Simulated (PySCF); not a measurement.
Gas-phase reaction: 2 TiCl₂(OH)₂ + 2 HO₂ → TiCl₄ + 3 H₂O₂ + TiO₂, at 600 K and a standard pressure of 1 bar. Level: PBE0/def2-SVP†.

Computed with PySCF and rigid-rotor harmonic-oscillator thermochemistry at 1 bar. S°(298 K) at PBE0/def2-TZVP differs from the NASA 1993 table for H₂O₂ (-8 J/mol/K); whether the harmonic model or the table's entry is off was not settled. † marks an energy on the PBE0/def2-TZVP geometry and frequencies. Open shells (unrestricted): HO₂ (multiplicity 2); the rest are closed-shell singlets. No R ln 2 is added for the mirror-image form of H₂O₂. TiCl₂(OH)₂: computed as isolated molecules; such fragments, hydroxides, amides, oligomers or adducts are transient or little studied in the gas. The harmonic model lacks anharmonicity and excited electronic states, which grow with temperature; levels with a mode under 35 cm⁻¹ are left out. Internal rotation in H₂O₂ is treated as a harmonic vibration of one conformer, which makes the entropy rough. Soft modes under 120 cm⁻¹ make the harmonic entropy rough for TiCl₂(OH)₂, TiCl₄.

```
species          E (Ha)  H(600 K) − E (kJ/mol)  S°(600 K) (J/mol/K)
----------  -----------  ---------------------  -------------------
TiCl₂(OH)₂  -1920.58802                  136.9                470.1
HO₂          -150.62938                   59.1                254.6
TiCl₄       -2689.04337                   67.2                423.5
H₂O₂         -151.26379                   96.1                259.8
TiO₂         -999.35613                   39.9                291.1
```
E: electronic energy; H − E holds the zero-point and thermal terms. 1 Ha = 2625.5 kJ/mol.

### Question
Work out ΔH°, ΔS°, ΔG° and log10 K from these numbers.

### Answer
1. ΔE = 1×(-2689.04337) + 3×(-151.26379) + 1×(-999.35613) − 2×(-1920.58802) − 2×(-150.62938) = 0.24393 Ha = 640.4 kJ.
2. Δ(H − E) = 1×(67.2) + 3×(96.1) + 1×(39.9) − 2×(136.9) − 2×(59.1) = 3.4 kJ, so ΔH° = 643.8 kJ.
3. ΔS° = 1×(423.5) + 3×(259.8) + 1×(291.1) − 2×(470.1) − 2×(254.6) = 44.6 J/K; the number of gas molecules changes by +1.
4. ΔG° = ΔH° − TΔS° = 643.8 − 600×(44.6)/1000 = 617.0 kJ.
5. log10 K = −ΔG°/(RT ln 10) = -53.70, with RT ln 10 = 11.49 kJ/mol; at standard pressures the reactants are favoured.
6. A shift of 10 kJ in ΔE would move log10 K by 0.87 here.
For scale, ΔH°(298 K) is 655 kJ at this level, 627 kJ at ωB97M-V/def2-TZVP†, and runs from 454 to 898 kJ over the 19 levels computed.
